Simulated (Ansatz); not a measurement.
`C[BH][GeH3]` + H₂O → `O[BH][GeH3]` + CH₄ at 400 K and 1 bar (formal hydrolysis of a B–C bond).

Computed with Ansatz on PBE0-D4/def2-TZVP structures; ΔE is electronic, products minus reactants. CCSD(T)/CBS adds triple-zeta CCSD(T) − MP2 to the extrapolated MP2 energy (def2 sets, frozen cores). This one scheme is used for every species. For Ge outer-core shells are correlated without core-valence functions, which leaves a few kJ/mol of doubt a bond. Scalar relativity is left out up to krypton. One conformer a species, not always the lowest.

| species | CCSD(T)/CBS energy (Eh) | H − E (kJ/mol) | S (J/(mol·K)) |
| --- | --- | --- | --- |
| `C[BH][GeH3]` | -2143.14307 | 215.7 | 357.8 |
| H₂O | -76.37941 | 69.8 | 198.6 |
| `O[BH][GeH3]` | -2179.11235 | 158.3 | 335.7 |
| CH₄ | -40.46206 | 131.3 | 197.2 |

H − E and S are ideal-gas, rigid-rotor, harmonic terms from PBE0-D4/def2-TZVP, for one conformer and one mirror image of each species. 1 Eh = 2625.50 kJ/mol, R = 8.31446 J/(mol·K).

**Question.** By hand: ΔE, ΔH, ΔS and ΔG.

**Answer.** ΔE = (-2179.11235) + (-40.46206) − (-2143.14307) − (-76.37941) = -0.05193 Eh = -136.3 kJ/mol. Δ(H − E) = 158.3 + 131.3 − 215.7 − 69.8 = 4.1, so ΔH = -132.2 kJ/mol. ΔS = 335.7 + 197.2 − 357.8 − 198.6 = -23.5 J/(mol·K). ΔG = -132.2 − 400 × (-23.5)/1000 = -122.8 kJ/mol.

**Question.** By hand: the equilibrium constant, and the temperature at which ΔG would vanish if ΔH and ΔS stayed fixed.

**Answer.** log₁₀ K = −ΔG/(RT ln 10) = 16.0. ΔG = 0 at ΔH/ΔS = 5626 K, far beyond where these terms or the molecules hold.

ΔH outweighs TΔS. A doubt of 5 kJ/mol in ΔE shifts log₁₀ K by 0.7 here. Other conformers and mirror images would add mixing entropy, several J/(mol·K) or more a flexible species. Modes under 60 cm⁻¹, often nearly free rotors, make the harmonic entropy too high. These are equilibria of isolated gas molecules and say nothing of rates. Largest T1 diagnostic: 0.013 (customary marks: 0.02 for closed shells, 0.045 for open ones).
